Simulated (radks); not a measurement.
All-electron atom: Os4+ in [Xe] 4f14 5d4 (the NIST ground configuration). Calculated with a radial shooting solver on a logarithmic mesh with Libxc functionals: Dirac Kohn-Sham, Slater X-alpha with alpha = 0.941, spin-unpolarised, spherical densities, point nucleus; open shells are shared between the two j in proportion to 2j + 1.

Normalised radial functions P(r) = r R(r) (large component), r in bohr:

r          4f5/2    5d3/2
0.001787  0.0000   0.0001
0.002365  0.0000   0.0001
0.003129  0.0000   0.0002
0.004173  0.0000   0.0005
0.005521  0.0000   0.0009
0.007306  0.0000   0.0019
0.009744  0.0001   0.0039
0.01289   0.0003   0.0077
0.01706   0.0008   0.0151
0.02275   0.0023   0.0294
0.0301    0.0059   0.0543
0.03983   0.0147   0.0951
0.05312   0.0365   0.1570
0.07029   0.0831   0.2303
0.093     0.1764   0.2910
0.124     0.3490   0.2878
0.1641    0.6081   0.1636
0.2172    0.9333  -0.0854
0.2896    1.2436  -0.3595
0.3832    1.3903  -0.4445
0.5071    1.3020  -0.2186
0.6763    1.0062   0.2576
0.8948    0.6447   0.7122
1.184     0.3329   0.9273
1.579     0.1285   0.8273
2.089     0.0363   0.5338
2.765     0.0066   0.2396
3.687     0.0006   0.0655
4.879     0.0000   0.0103

4f5/2: eigenvalue -111.60 eV, 0 radial nodes, <r> = 0.538 bohr, 90 % of the charge inside 0.872 bohr. 5d3/2: eigenvalue -53.509 eV, 2 radial nodes at r = 0.199, 0.585 bohr, <r> = 1.46 bohr, 90 % of the charge inside 2.16 bohr.
